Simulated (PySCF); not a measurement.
Write Cartesian coordinates for InChI=1S/C5H9NO/c7-5-6-3-1-2-4-6/h5H,1-4H2 as optimised with PBE0-D3(BJ)/def2-SVP.

```xyz
16
C5H9NO angstrom
O      2.9348    1.3153    0.2221
C      2.3933    0.2606   -0.0285
N      1.0631    0.0391    0.0561
C      0.1319    1.0827    0.4559
C     -1.2285    0.4903    0.1004
C     -1.0083   -1.0110    0.2760
C      0.4029   -1.2155   -0.2686
H      2.9553   -0.6484   -0.3582
H      0.2221    1.2841    1.5389
H      0.3629    2.0248   -0.0633
H     -2.0427    0.8883    0.7222
H     -1.4746    0.7143   -0.9507
H     -1.0390   -1.2746    1.3459
H     -1.7556   -1.6301   -0.2404
H      0.3818   -1.3855   -1.3614
H      0.9185   -2.0736    0.1906
```

Orientation and origin are arbitrary. Atoms count from 1 in this order. All 3 C–C bonds measure 1.526 to 1.528 Å. The 3 C–N bonds span 1.351 Å (C2–N3, drawn single) to 1.455 Å (N3–C4, drawn single), a spread of 0.104 Å. Of the pairs four or more bonds apart, O1···H10 is among the closest relative to their van der Waals radii: 2.68 Å, 99 % of the sum of Bondi's values. N3 (amide nitrogen) is planar (angles 125.1°, 122.0° and 112.9°, sum 360.0°, 0.01 Å off the plane of its three neighbours).

Bonds between heavy atoms (Å): O1=C2 1.212, C2–N3 1.351, N3–C4 1.455, C4–C5 1.526, C5–C6 1.528, C6–C7 1.526, N3–C7 1.454.

Method used: PySCF, PBE0-D3(BJ)/def2-SVP geometry optimisation, gas phase.

Point group: C1 (no symmetry element, even within 0.4 Å). Whether it is a minimum is left open (no frequencies). The numbers are those of one conformer (O1–C2–N3–C4 1°, C2–N3–C4–C5 167°, N3–C4–C5–C6 30°, C4–C5–C6–C7 -39°, C5–C6–C7–N3 32°).
